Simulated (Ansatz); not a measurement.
`BS[SiH2][SiH2][SiH3]` + `O[SiH3]` → `[SiH3]O[SiH2][SiH3]` + `BS[SiH3]` at 500 K and 1 bar (cleavage of the Si–Si bond).

Computed with Ansatz on PBE0-D4/def2-TZVP structures; ΔE is electronic, products minus reactants. CCSD(T)/CBS adds triple-zeta CCSD(T) − MP2 to the extrapolated MP2 energy (def2 sets, frozen cores). One conformer a species, not always the lowest.

| species | CCSD(T)/CBS energy (Eh) | H − E (kJ/mol) | S (J/(mol·K)) |
| --- | --- | --- | --- |
| `BS[SiH2][SiH2][SiH3]` | -1295.24641 | 284.0 | 513.0 |
| `O[SiH3]` | -366.69042 | 127.5 | 292.9 |
| `[SiH3]O[SiH2][SiH3]` | -947.28799 | 243.7 | 472.0 |
| `BS[SiH3]` | -714.68055 | 162.1 | 357.9 |

H − E and S are ideal-gas, rigid-rotor, harmonic terms from PBE0-D4/def2-TZVP, for one conformer and one mirror image of each species. 1 Eh = 2625.50 kJ/mol, R = 8.31446 J/(mol·K).

By hand: ΔE, ΔH, ΔS and ΔG.

ΔE = (-947.28799) + (-714.68055) − (-1295.24641) − (-366.69042) = -0.03171 Eh = -83.3 kJ/mol. Δ(H − E) = 243.7 + 162.1 − 284.0 − 127.5 = -5.7, so ΔH = -89.0 kJ/mol. ΔS = 472.0 + 357.9 − 513.0 − 292.9 = 24.0 J/(mol·K). ΔG = -89.0 − 500 × (24.0)/1000 = -101.0 kJ/mol.

By hand: the equilibrium constant, and the temperature at which ΔG would vanish if ΔH and ΔS stayed fixed.

log₁₀ K = −ΔG/(RT ln 10) = 10.6. ΔH and −TΔS have one sign here, so there is no such temperature.

ΔH outweighs TΔS. A doubt of 5 kJ/mol in ΔE shifts log₁₀ K by 0.5 here. Other conformers and mirror images would add mixing entropy, several J/(mol·K) or more a flexible species. Modes under 60 cm⁻¹, often nearly free rotors, make the harmonic entropy too high. These are equilibria of isolated gas molecules and say nothing of rates. Largest T1 diagnostic: 0.015 (customary marks: 0.02 for closed shells, 0.045 for open ones).
